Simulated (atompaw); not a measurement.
## u(r) = r·R(r): atom against pseudo-atom (Br (Z = 35))

Columns: radius, all-electron u(r) and pseudo u(r) of the 4p shell (level -7.86 eV) of bromine in the configuration [Ar] 3d10 4s2 4p5; PBEsol, scalar-relativistic, PAW (atompaw) scheme, atompaw 4.2.0.5.

| r (bohr) | all-electron | pseudo |
| --- | --- | --- |
| 0.071 | 0.1870 | 0.0049 |
| 0.142 | 0.1560 | 0.0195 |
| 0.213 | -0.0352 | 0.0433 |
| 0.285 | -0.2172 | 0.0759 |
| 0.356 | -0.3180 | 0.1156 |
| 0.427 | -0.3369 | 0.1615 |
| 0.498 | -0.2931 | 0.2121 |
| 0.569 | -0.2088 | 0.2660 |
| 0.640 | -0.1025 | 0.3216 |
| 0.712 | 0.0139 | 0.3783 |
| 0.783 | 0.1282 | 0.4331 |
| 0.854 | 0.2362 | 0.4855 |
| 0.925 | 0.3346 | 0.5344 |
| 0.996 | 0.4219 | 0.5790 |
| 1.067 | 0.4975 | 0.6186 |
| 1.138 | 0.5615 | 0.6530 |
| 1.210 | 0.6152 | 0.6822 |
| 1.281 | 0.6578 | 0.7056 |
| 1.352 | 0.6910 | 0.7236 |
| 1.423 | 0.7157 | 0.7368 |
| 1.494 | 0.7329 | 0.7455 |
| 1.565 | 0.7434 | 0.7501 |
| 1.637 | 0.7481 | 0.7511 |
| 1.708 | 0.7478 | 0.7487 |
| 1.779 | 0.7433 | 0.7434 |
| 1.850 | 0.7352 | 0.7352 |

Question: How many radial nodes do the two functions have?

Answer: The all-electron 4p function has n − l − 1 = 2; the pseudo-wave has 0, since the states of the same l below it are removed with the core.

Question: Where does each function peak?

Answer: Outermost all-electron maximum near 1.64 bohr, pseudo maximum near 1.64 bohr (to the table’s step).

Question: Is the pseudo-wave norm-conserving?

Answer: No, it belongs to a PAW set: the norm inside the radius is not constrained, and the difference is carried by the augmentation charge.
